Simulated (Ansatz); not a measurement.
Basis-set series for `O[B]O[SiH3]` radical. The species carries charge 0 and has multiplicity 2. The geometry is a stationary point of PBE0-D4/def2-TZVP. It is one conformer, not always the lowest.

```csv
functional,basis,functions,energy (Eh),HOMO (eV),LUMO (eV)
PBE0-D4,def2-SVP,80,-466.70808,-5.73,-1.10
PBE0-D4,def2-QZVPP,361,-467.04598,-5.95,-1.47
ωB97M-V,def2-SVP,80,-466.93650,-7.56,0.46
ωB97M-V,def2-QZVPP,361,-467.27850,-7.84,-0.07
```

**Question.** Give the rows for def2-TZVPP. (Estimate.)

**Answer.** Computed: 
| functional | basis | functions | energy (Eh) | HOMO (eV) | LUMO (eV) |
| --- | --- | --- | --- | --- | --- |
| PBE0-D4 | def2-TZVPP | 191 | -467.02522 | -5.93 | -1.43 |
| ωB97M-V | def2-TZVPP | 191 | -467.25927 | -7.81 | 0.00 |

HOMO and LUMO are taken over both spins.
